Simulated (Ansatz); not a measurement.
Reaction (ligand exchange at the Si–O bond): `CO[Si@@H](O)[Si@@H](O)Cl` + HCl → `CO[Si@H](Cl)[Si@H](O)Cl` + H₂O

Computed with Ansatz on PBE0-D4/def2-TZVP structures; ΔE is electronic, products minus reactants. CCSD(T)/CBS is the MP2 limit (def2-TZVPP, def2-QZVPP) plus CCSD(T) − MP2 in def2-TZVPP, frozen cores. This one scheme is used for every species. Functionals use def2-TZVPP. Each species was taken in one conformer, which may not be the lowest.

Q: Is it downhill or uphill in electronic energy at CCSD(T)/CBS, and by how much? (Estimate.)

A: Computed: Downhill: ΔE = -11.7 kJ/mol.

Q: What do these levels give: PBE-D4, PBE0-D4, ωB97X-V, B2PLYP, PBE, r2SCAN, PBE0, SCS-MP2/def2-TZVPP, CCSD/def2-TZVPP, HF/def2-QZVPP, SCS-MP2/def2-QZVPP, HF/CBS(def2)? (Best estimate.)

A: The calculation gave: PBE-D4 -16.8, PBE0-D4 -15.2, ωB97X-V -8.5, B2PLYP -6.0, PBE -14.6, r2SCAN -10.9, PBE0 -13.2, SCS-MP2/def2-TZVPP -6.4, CCSD/def2-TZVPP -3.5, HF/def2-QZVPP 1.8, SCS-MP2/def2-QZVPP -9.5, HF/CBS(def2) 1.9 kJ/mol.

Largest T1 diagnostic among the species: 0.012.

In def2-TZVPP, CCSD(T) changes the Hartree–Fock value by −7.2 kJ/mol (the triples alone add −2.3 kJ/mol) and MP2 by −12.1 kJ/mol. The D4 term adds −3.9 kJ/mol with B3LYP and −2.1 kJ/mol with PBE0; it sums over pairs of atoms, weighted by their polarisabilities, and B3LYP, whose exchange is more repulsive, gets the larger term.

B3LYP here is the variant with VWN-RPA as its local correlation; programs differ in this.
